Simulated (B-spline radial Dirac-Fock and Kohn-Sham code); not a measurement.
## K-shell conversion coefficients of Mo against transition energy

Method: a Dirac-Hartree-Slater potential of the neutral atom with a Latter tail (no hole, which puts coefficients of high multipoles low close above an edge), finite nucleus with surface currents. Computed with a radial atomic solver. Subshells within 1 keV of threshold and pair formation are left out.

```
energy (keV)        E2        E3        E5        M1        M3        M4
          24      50.7       224      3270      13.8      4630     27100
        29.1      39.6       292     13900      7.81      2790     26900
        47.5      11.3       106      8750      1.85       441      5150
          50      9.68      90.5      7390      1.60       357      4120
        57.1      6.40      58.3      4510      1.09       204      2270
        66.2      3.96      34.4      2430     0.710       109      1140
        69.9      3.31      28.2      1900     0.608      86.3       879
        72.1      2.99      25.1      1650     0.556      75.6       758
        92.7      1.27      9.49       491     0.273      25.7       224
         100     0.976      7.01       334     0.221      18.6       154
         114     0.617      4.13       170     0.154      10.6      80.9
         130     0.389      2.41      85.1     0.107      6.07      42.5
         172     0.144     0.759      19.1    0.0503      1.89      10.9
         200    0.0849     0.407      8.50    0.0337      1.02      5.29
         238    0.0463     0.200      3.37    0.0215     0.508      2.33
         309    0.0190    0.0702     0.869    0.0110     0.184     0.710
         334    0.0147    0.0518     0.587   0.00909     0.137     0.503
         368    0.0107    0.0358     0.363   0.00715    0.0959     0.329
         396   0.00849    0.0272     0.254   0.00598    0.0734     0.241
         486   0.00453    0.0130    0.0973   0.00365    0.0355     0.103
         500   0.00416    0.0117    0.0856   0.00341    0.0321    0.0914
         633   0.00213   0.00535    0.0309   0.00197    0.0145    0.0362
        1000  0.000683   0.00141   0.00549  0.000710   0.00353   0.00706
        1250  0.000419  0.000804   0.00265  0.000443   0.00187   0.00343
        2000  0.000167  0.000280  0.000696  0.000173  0.000549  0.000872
```

Q: How fast do they fall between 1000 and 2000 keV?

A: As powers of the energy: E2 E^-2.03, E3 E^-2.34, E5 E^-2.98, M1 E^-2.04, M3 E^-2.68, M4 E^-3.02. Within one type (E or M) the higher multipoles fall faster.
